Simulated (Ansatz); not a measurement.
Ansatz (a quantum-chemistry and plane-wave program) input (PBE0/def2-TZVP):

Ansatz 0.2 input:
```yaml
crystal:
  periodic: [false, false, false]
  atoms:
    - {symbol: Si, position_ang: [-0.86502659, -0.33487268, 0.06425886]}
    - {symbol: S, position_ang: [1.03741509, 0.40160843, -0.07706481]}
    - {symbol: H, position_ang: [-1.25636575, -0.95344380, 1.38776091]}
    - {symbol: H, position_ang: [-1.99173224, 0.65087255, -0.15085727]}
    - {symbol: H, position_ang: [-1.24017115, -1.43494612, -0.90349071]}
basis:
  gaussian:
    orbitals: def2-TZVP
hamiltonian:
  xc: {name: PBE0}
total_charge: -1
```

Output:

```
Functional definition: PBE0
integrals: 0.02 GiB planned
671 factors; their error is unknown
mean field: 0.23 GiB planned
mean field evaluation 1: about -18757.0283 eV, gradient 9.0e0 eV
mean field evaluation 2: about -18757.1359 eV, gradient 6.2e0 eV
mean field evaluation 4: about -18757.2268 eV, gradient 4.5e-1 eV
mean field evaluation 8: about -18757.2843 eV, gradient 1.0e-1 eV
mean field -18757.28433208 eV, -689.3174850601 hartree, gradient 6.7e-5 eV, S^2 0.000000; 0 other end points of the search recorded, 0 dependent functions left out
reference -18757.28435518 eV, -689.3174859089 hartree; 17, 17 occupied and 75, 75 virtual orbitals, 671 factors
Total energy: -18757.28435518 eV, -689.3174859089 hartree
```

It need not be the lowest isomer of its formula. Whether it binds its extra electron was not tested at this geometry.
